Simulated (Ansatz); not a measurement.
Coupled-cluster run, `F[SiH]1C[SiH2][Se]1`.

```yaml
crystal:
  periodic: [false, false, false]
  atoms:
    - {symbol: F, position_ang: [-1.969756, 1.426681, 0.922337]}
    - {symbol: Si, position_ang: [-0.415890, 1.112137, 0.722412]}
    - {symbol: C, position_ang: [-0.091878, -0.719693, 0.587428]}
    - {symbol: Si, position_ang: [0.571266, -0.612131, -1.170971]}
    - {symbol: Se, position_ang: [0.312963, 1.663524, -1.356823]}
    - {symbol: H, position_ang: [0.285755, 1.842152, 1.802683]}
    - {symbol: H, position_ang: [-1.008245, -1.308560, 0.666686]}
    - {symbol: H, position_ang: [0.636091, -1.096037, 1.308515]}
    - {symbol: H, position_ang: [-0.232274, -1.348938, -2.178781]}
    - {symbol: H, position_ang: [1.995267, -1.010438, -1.300488]}
basis:
  gaussian: {orbitals: def2-TZVPP}
correlation: {method: ccsd_t}
```

```sh
$ ansatz run in.yaml --threads 4 --pin off --events-out ev --progress --plain --max-ram 10444MiB
```

Output of Ansatz, abridged:

```
Functional definition: HF
1589 factors; integrals over basis functions are off by at most 1.0e-3 eV
mean field evaluation 1: about -84845.4672 eV, gradient 3.6e1 eV
mean field evaluation 2: about -84845.8193 eV, gradient 3.7e1 eV
mean field evaluation 4: about -84849.0314 eV, gradient 3.7e0 eV
mean field evaluation 8: about -84849.0925 eV, gradient 2.4e-1 eV
mean field -84849.09282841 eV, -3118.1466486633 hartree, gradient 9.8e-6 eV, S^2 0.000000; 0 other end points of the search recorded, 0 dependent functions left out
21 core orbitals not correlated: weight in the atoms' cores, before any rotation towards them, 1.000 or more for the frozen orbitals, at most 0.000 for the correlated occupied ones
reference -84849.09282841 eV, -3118.1466486633 hartree; 20, 20 occupied and 223, 223 virtual orbitals, 1589 factors
second order -25.22217087 eV of doubles, -0.00000000 eV of singles
cycle   1  -25.47031935 eV  change   -2.5e-1 eV  update   1.1e-1
cycle   2  -26.09297371 eV  change   -6.2e-1 eV  update   3.2e-2
cycle   3  -26.21207065 eV  change   -1.2e-1 eV  update   1.6e-2
cycle   4  -26.19672125 eV  change    1.5e-2 eV  update   3.8e-3
cycle   5  -26.19442819 eV  change    2.3e-3 eV  update   1.7e-3
cycle   6  -26.19504818 eV  change   -6.2e-4 eV  update   5.7e-4
cycle   7  -26.19470967 eV  change    3.4e-4 eV  update   2.2e-4
cycle   8  -26.19464281 eV  change    6.7e-5 eV  update   7.2e-5
cycle   9  -26.19469002 eV  change   -4.7e-5 eV  update   2.8e-5
cycle  10  -26.19470036 eV  change   -1.0e-5 eV  update   9.5e-6
perturbative correction -1.00773485 eV, -0.0370335726 hartree
Total energy: -84876.29526362 eV, -3119.1463197187 hartree
```

Run time 4.7 min (4 threads of an Arm Neoverse V1 on a shared host); peak host memory 6.3 GiB.

Correlation energy per correlated electron: -0.680 eV. T1 diagnostic: 0.0110.
